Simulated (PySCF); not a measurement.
## Electron correlation in Rh(2+) (rhodium, charge +2)

[Kr] 4d6 5p1, one real determinant (an excited configuration). Computed with PySCF 2.14 in ANO-RCC-VTZP, with scalar relativity by spin-free X2C-1e. Frozen: [Kr]; 7 electrons correlated.

| level | correlation energy (mhartree) |
| --- | --- |
| CCSD | -131.40 |
| (T) | -3.36 |
| CCSD(T) | -134.76 |

Diagnostics: T1 = 0.0062, D1 = 0.0222, largest double amplitude 0.083.

The real determinant used has ⟨L²⟩ near 8 against 12 for a pure F term, so it mixes terms.

Cost of the coupled-cluster step: about 3 core-seconds, for 7 correlated electrons.

Iterations:

```
CC2 = 0
CCSD nocc = (np.int64(6), np.int64(1)), nmo = (50, 50)
frozen orbitals [[0, 1, 2, 3, 4, 5, 6, 7, 8, 9, 10, 11, 12, 13, 14, 15, 16, 17], [0, 1, 2, 3, 4, 5, 6, 7, 8, 9, 10, 11, 12, 13, 14, 15, 16, 17]]
max_cycle = 100
direct = 0
conv_tol = 1e-08
conv_tol_normt = 1e-06
diis_space = 8
diis_start_cycle = 0
Init t2, MP2 energy = -0.123794249867711
Init E_corr(UCCSD) = -0.123794249869459
cycle = 1  E_corr(UCCSD) = -0.129465784491606  dE = -0.00567153462  norm(t1,t2) = 0.0225989
cycle = 2  E_corr(UCCSD) = -0.130236053232307  dE = -0.000770268741  norm(t1,t2) = 0.011459
cycle = 3  E_corr(UCCSD) = -0.130789110046553  dE = -0.000553056814  norm(t1,t2) = 0.00878291
cycle = 4  E_corr(UCCSD) = -0.131105707592726  dE = -0.000316597546  norm(t1,t2) = 0.00653285
cycle = 5  E_corr(UCCSD) = -0.131378238275363  dE = -0.000272530683  norm(t1,t2) = 0.00338319
cycle = 6  E_corr(UCCSD) = -0.13137950708502  dE = -1.26880966e-06  norm(t1,t2) = 0.00574944
cycle = 7  E_corr(UCCSD) = -0.13139625989024  dE = -1.67528052e-05  norm(t1,t2) = 0.00427763
cycle = 8  E_corr(UCCSD) = -0.131400750212593  dE = -4.49032235e-06  norm(t1,t2) = 0.000332232
cycle = 9  E_corr(UCCSD) = -0.131403371562181  dE = -2.62134959e-06  norm(t1,t2) = 0.000121395
cycle = 10  E_corr(UCCSD) = -0.13140338824773  dE = -1.66855489e-08  norm(t1,t2) = 3.1617e-05
cycle = 11  E_corr(UCCSD) = -0.131403230072375  dE = 1.58175355e-07  norm(t1,t2) = 1.25963e-05
cycle = 12  E_corr(UCCSD) = -0.131403257107849  dE = -2.70354743e-08  norm(t1,t2) = 4.00871e-06
cycle = 13  E_corr(UCCSD) = -0.131403244290452  dE = 1.28173966e-08  norm(t1,t2) = 1.32626e-06
cycle = 14  E_corr(UCCSD) = -0.131403235105095  dE = 9.18535786e-09  norm(t1,t2) = 6.2699e-07
UCCSD converged
E(UCCSD) = -4779.954777385028  E_corr = -0.1314032351050946
UCCSD(T) correction = -0.00335874868741417
```

The reference is one real determinant that mixes LS terms of this configuration.
